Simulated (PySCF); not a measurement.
# Excitation energy of Al by level of theory

Al [Ne] 3s2 3p1 (2P) → Al [Ne] 3s2 3d1 (2D), as a difference of total energies. Calculation: PySCF 2.14, in x2c-TZVPPall with one added diffuse shell each of s, p, d type (6s6p4d1f, 51 functions); scalar relativity by spin-free X2C-1e. Correlated levels: valence and next inner shell: 1s2 frozen. The calculations carry no spin-orbit coupling.

```csv
method,excitation energy (eV),error (eV)
UHF,4.434,+0.422
MP2 (valence and next inner shell),4.467,+0.455
SCS-MP2 (valence and next inner shell),4.463,+0.451
CCSD (valence and next inner shell),4.323,+0.311
CCSD(T) (valence and next inner shell),4.204,+0.192
```

Reference: 4.012 eV (measured; NIST levels, between the centres of gravity of the two terms).

Errors of the correlated levels include the incompleteness of this basis and the frozen core.

The promoted electron is Rydberg-like, and one or two diffuse shells describe it only roughly, which tends to raise the upper state.

The coupled-cluster amplitudes are large for the upper state (T1 above 0.03 or a double amplitude above 0.15), so a single reference is strained.
